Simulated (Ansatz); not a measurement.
Ansatz (an electronic-structure program) input (MP2/6-31G*):

Ansatz 0.2 input:
```yaml
crystal:
  periodic: [false, false, false]
  atoms:
    - {symbol: C, position_ang: [-1.80406700, 0.42418000, -0.33302600]}
    - {symbol: C, position_ang: [-0.58762700, -0.50189900, -0.18708000]}
    - {symbol: B, position_ang: [0.62288800, 0.10877300, 0.59146400]}
    - {symbol: N, position_ang: [1.96155800, 0.02791000, 0.26369700]}
    - {symbol: H, position_ang: [-1.54723600, 1.32947200, -0.88675800]}
    - {symbol: H, position_ang: [-2.61995100, -0.06944400, -0.86490700]}
    - {symbol: H, position_ang: [-2.17585100, 0.73519300, 0.64451800]}
    - {symbol: H, position_ang: [-0.26050300, -0.84341200, -1.18154600]}
    - {symbol: H, position_ang: [-0.89280700, -1.40819200, 0.35074600]}
    - {symbol: H, position_ang: [2.69744600, 0.42718500, 0.82222900]}
    - {symbol: H, position_ang: [2.30372200, -0.44372300, -0.56684600]}
basis:
  gaussian:
    orbitals: 6-31G*
magnetization: {spin_polarized: true, initial_magnetization: 1}
correlation: {method: mp2, electrons: outside_noble_gas}
```

Output:

```
Functional definition: HF
integrals: 0.03 GiB planned
788 factors; integrals over basis functions are off by at most 8.4e-4 eV
mean field: 0.23 GiB planned
mean field evaluation 1: about -4321.3884 eV, gradient 2.4e1 eV
mean field evaluation 2: about -4321.4367 eV, gradient 2.4e1 eV
mean field evaluation 4: about -4324.5353 eV, gradient 2.9e0 eV
mean field evaluation 8: about -4324.6303 eV, gradient 2.0e-1 eV
mean field -4324.63144892 eV, -158.9272744074 hartree, gradient 1.9e-6 eV, S^2 0.755695; 0 other end points of the search recorded, 0 dependent functions left out
4 core orbitals not correlated
reference -4324.63144892 eV, -158.9272744074 hartree; 12, 11 occupied and 58, 59 virtual orbitals, 788 factors
second order -13.14157386 eV of doubles, -0.00000000 eV of singles
Total energy: -4337.77302278 eV, -159.4102183391 hartree
```

The geometry given is a B3LYP-D3(BJ)/def2-TZVP minimum.
